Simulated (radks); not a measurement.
The numbers below are computed, except where a source is named.
Species: Sb. Configuration: [Kr] 4d10 5s2 5p3 (the NIST ground configuration). Level of theory: Dirac Kohn-Sham, BLYP, spin-unpolarised, spherical densities, finite nucleus; open shells fill j = l - 1/2 first; Fermi nuclear charge, rms radius 4.6802 fm (a radial shooting solver on a logarithmic mesh with Libxc functionals).

X-ray form factor f0, the Fourier transform of the density (f0(0) = 51):

| sin(theta)/lambda (1/angstrom) | f0 (electrons) |
|---|---|
| 0.05 | 49.920 |
| 0.1 | 47.273 |
| 0.15 | 44.092 |
| 0.2 | 40.979 |
| 0.25 | 38.097 |
| 0.3 | 35.442 |
| 0.4 | 30.724 |
| 0.5 | 26.792 |
| 0.6 | 23.672 |
| 0.8 | 19.437 |
| 1 | 16.684 |
| 1.25 | 13.870 |
| 1.5 | 11.336 |
| 2 | 7.654 |
